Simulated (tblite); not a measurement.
C10H16.
Structure used (GFN2-xTB), in Å, numbered top down from 1:
```
atom  x, y, z in Å
C1    -2.8668    2.0016    0.1138
C2    -2.1839    0.9707    0.4975
C3    -1.4895   -0.0564    0.8733
C4    -0.5677   -0.8610   -0.0147
C5    -0.5973   -0.3401   -1.4503
C6    -1.0382   -2.3206    0.0070
C7     0.8612   -0.7898    0.5612
C8     1.4121    0.6150    0.6411
C9     2.8826    0.8172    0.8526
C10    2.2595    1.1688   -0.4641
H11   -2.4676    3.0019    0.1770
H12   -3.8678    1.9110   -0.2775
H13   -1.5476   -0.3959    1.9007
H14   -0.2926    0.7016   -1.4859
H15    0.0742   -0.9234   -2.0768
H16   -1.6032   -0.4170   -1.8572
H17   -2.0508   -2.3959   -0.3836
H18   -0.3860   -2.9396   -0.6059
H19   -1.0320   -2.7144    1.0214
H20    1.5222   -1.4024   -0.0562
H21    0.8530   -1.2222    1.5671
H22    0.7479    1.3110    1.1407
H23    3.2106    1.6156    1.5006
H24    3.5128   -0.0586    0.8942
H25    2.4763    0.5333   -1.3095
H26    2.1573    2.2121   -0.7232
```

All values are computed: GFN2-xTB (tblite) harmonic vibrations without scaling, gas phase. Errors from tens to a few hundred cm⁻¹ against measured bands are possible. One conformer, not necessarily the lowest.

Harmonic wavenumbers (cm⁻¹): 31.7, 59.7, 94.8, 136.9, 158.2, 210.3, 250.7, 259.5, 288.4, 307.6, 323.2, 348.5, 372.0, 413.6, 452.5, 560.7, 609.2, 781.9, 803.9, 835.9, 855.2, 861.1, 883.6, 900.4, 947.2, 963.3, 976.2, 982.1, 995.7, 1020.1, 1037.0, 1071.7, 1077.2, 1107.7, 1125.6, 1137.6, 1159.0, 1180.0, 1204.7, 1218.3, 1255.2, 1294.3, 1313.6, 1332.2, 1400.0, 1404.2, 1419.5, 1443.1, 1446.0, 1481.2, 1494.1, 1495.8, 1497.3, 1503.7, 1509.8, 2097.2, 2940.1, 2971.9, 3018.6, 3023.1, 3026.2, 3028.8, 3033.9, 3037.5, 3039.6, 3058.5, 3069.7, 3074.6, 3084.2, 3087.0, 3088.1, 3105.9.

A = 1703, B = 929.5, C = 736.7 MHz; mass 136.125 u (most abundant isotopes); point group C1, symmetry number 1.

Zero-point energy?

½Σν̃ = 50039 cm⁻¹ = 598.60 kJ/mol.

What is S at 298.15 K and 1 bar for an ideal gas of classical rigid rotors and harmonic oscillators?

Translation 170.14, rotation 125.52, vibration 151.93: S = 447.6 J/(mol K).

And Cp and H(298.15 K) − H(0)?

Cp = 194.98 J/(mol K), of which vibrations give 161.72 (their classical limit is 72 R = 598.6); H(298.15 K) − H(0) = 33.83 kJ/mol without the zero-point energy, 23.91 from vibrations.

Which modes carry the vibrational entropy at 298.15 K?

31.7 cm⁻¹: 23.93; 59.7 cm⁻¹: 18.69; 94.8 cm⁻¹: 14.89; 136.9 cm⁻¹: 11.91; 158.2 cm⁻¹: 10.76; 210.3 cm⁻¹: 8.54 J/(mol K); the other 66 give 63.21 together.

What must be added to the electronic energy to get the Gibbs energy at 298.15 K and 1 bar?

ZPE + [H(298.15 K) − H(0)] − T·S = 598.60 + 33.83 − 133.45 = 498.98 kJ/mol.

How do the functions run with temperature in this model?

| T (K) | S (J/(mol K)) | Cp (J/(mol K)) | H − H(0) (kJ/mol) | G − H(0) (kJ/mol) | ln q(vib) |
| --- | --- | --- | --- | --- | --- |
| 100 | 303.7 | 88.3 | 5.88 | -24.49 | 2.26 |
| 200 | 381.5 | 140.8 | 17.40 | -58.89 | 5.45 |
| 300 | 448.8 | 196.0 | 34.19 | -100.45 | 8.69 |
| 500 | 575.1 | 303.5 | 84.57 | -202.99 | 15.20 |
| 800 | 743.3 | 411.2 | 193.17 | -401.46 | 24.85 |
| 1000 | 840.4 | 458.9 | 280.42 | -560.02 | 30.95 |

q(vib) and H(0) count from the zero-point level.

Blend soft modes into free rotors: weight 1/[1 + (100 cm⁻¹/ν̃)⁴] for the oscillator and the rest for a rotor with moment μB/(μ + B), μ = h/(8π²ν), B = 10⁻⁴⁴ kg m². What vibrational entropy results?

138.97 J/(mol K) in place of 151.93, which changes −T·S at 298.15 K by +3.86 kJ/mol.

Hindered rotation and anharmonicity are outside this model. Other conformers, if any are populated, would add a mixing term that is left out. The structure is chiral; the term R ln 2 for an equal mix with its mirror image is left out.
